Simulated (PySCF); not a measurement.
```xyz
4
charge 1 multiplicity 1, angstrom
S     0.0000    0.0000   -1.6349
Ir    0.0000    0.0000    1.2128
Ir    1.7420    0.0000   -0.4706
Ir   -1.7420    0.0000   -0.4706
```

All numbers come from PySCF, PBE0, basis S def2-SVP, Ir def2-SVP with ECP60 (scalar-relativistic core potentials, no spin–orbit coupling, density fitting).

This geometry of Ir₃S⁺ is a stationary point at this level.

What is the point group?

C2v.

Is it a minimum?

No: it has 1 imaginary mode, at 49i cm⁻¹ (b1).

List the harmonic modes with their infrared intensities.


```
symmetry  ω (cm⁻¹)  IR (km/mol)
      b1       49i            –
      a1       133          0.0
      b2       144          0.1
      a1       206          0.1
      a1       411          0.1
      b2       516          1.3
```

Give the atomic charges and bond orders.


| atom | Mulliken | Löwdin | polar tensor | Mayer order to S1 |
| --- | --- | --- | --- | --- |
| S1 | 0.13 | 0.84 | 0.12 | – |
| Ir2 | 0.27 | 0.24 | 0.38 | 0.29 |
| Ir3,4 | 0.30 | -0.04 | 0.25 | 1.45 |
Other Mayer orders above 0.3: Ir–Ir 0.59, Ir–Ir 1.32 (×2).

In C2v the vibrations span b1 + 3a1 + 2b2. Here b1 is antisymmetric to the molecular plane and b2 lies in it.

Stability towards spin polarisation was not tested. This need not be the most stable arrangement of these atoms. At this level a singlet minimum of Cs symmetry lies 57 kJ/mol below this structure. With an element this heavy the missing spin–orbit coupling can shift these numbers.
